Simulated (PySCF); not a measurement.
Al(Me)(OH) (CH₄AlO), SMILES [OH][Al][CH3], multiplicity 2. Atoms are numbered in the order given.

```xyz
7

Al     0.5727    -0.1253     0.0000
C     -0.3060     1.6324     0.0000
H     -0.9461     1.7121     0.8844
H     -0.9461     1.7121    -0.8844
H      0.3987     2.4650     0.0000
O     -0.4903    -1.4607     0.0000
H     -0.1931    -2.3693     0.0000
```
Charge 0, spin multiplicity 2.

Coordinates come from a PBE0-D3(BJ)/def2-TZVP optimisation. The spin state was assumed, not searched. The isomer is the one that the SMILES or the coordinates give; other isomers of the formula were not compared. The values are those of a single conformer.

The numbers are results of ωB97X/def2-TZVPD run with PySCF, not measurements.

Mulliken values depend strongly on the basis, most of all with diffuse functions as here. ESP charges are fitted to the potential on shells at 1.4 to 2.0 van der Waals radii. Atomic charges (e):

```csv
atom,Mulliken,ESP fit,meta-Löwdin,Mulliken spin
Al1,0.27,…,0.69,0.77
C2,-0.85,…,-0.64,0.18
H3,0.20,0.01,0.13,0.00
H4,0.20,0.01,0.13,0.00
H5,0.29,-0.08,0.13,-0.03
O6,-0.37,-0.53,-0.78,0.06
H7,0.25,…,0.34,0.01
```

Q: What belongs in the gaps? (The exact figures need the calculation; the answer reports its results.)

A: 
- Al1, ESP fit: 0.15
- C2, ESP fit: 0.11
- H7, ESP fit: 0.33
